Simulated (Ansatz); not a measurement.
One change: `[CH3][GeH]([F])[SH]` becomes `[CH3][GeH]([F])[CH]=O`.

Ansatz, PBE0-D4/def2-TZVP geometries, multiplicity 1. Each molecule was computed in one conformer, which needn't be the lowest.

Scalar relativity is left out up to krypton.

```csv
property,`[CH3][GeH]([F])[SH]`
HOMO energy (B3LYP/def2-TZVPP) / eV,-7.47
HOMO–LUMO gap (PBE0/def2-TZVPP) / eV,7.99
size of the dipole moment (PBE/def2-TZVPP) / D,2.53
size of the dipole moment (ωB97M-V/def2-TZVPP) / D,2.61
HOMO–LUMO gap (ωB97M-V/def2-TZVPP) / eV,12.09
size of the dipole moment (B3LYP/def2-TZVPP) / D,2.62
```

Q: Give the same properties after the change, and the shifts. (Best estimate.)

A: Computed: 
```tsv
property	`[CH3][GeH]([F])[CH]=O`	shift
HOMO energy (B3LYP/def2-TZVPP) / eV	-7.00	0.47
HOMO–LUMO gap (PBE0/def2-TZVPP) / eV	5.45	-2.54
size of the dipole moment (PBE/def2-TZVPP) / D	1.16	-1.37
size of the dipole moment (ωB97M-V/def2-TZVPP) / D	1.21	-1.40
HOMO–LUMO gap (ωB97M-V/def2-TZVPP) / eV	9.99	-2.10
size of the dipole moment (B3LYP/def2-TZVPP) / D	1.21	-1.41
```

With PBE0 the HOMO rises by 0.53 eV and the LUMO falls by 2.01 eV, so the gap narrows by about 2.54 eV. PBE moves the HOMO by 0.70 eV and ωB97M-V by 0.49 eV. Dipoles are sizes alone; their direction can turn.

B3LYP here is the variant with VWN-RPA as its local correlation; programs differ in this.
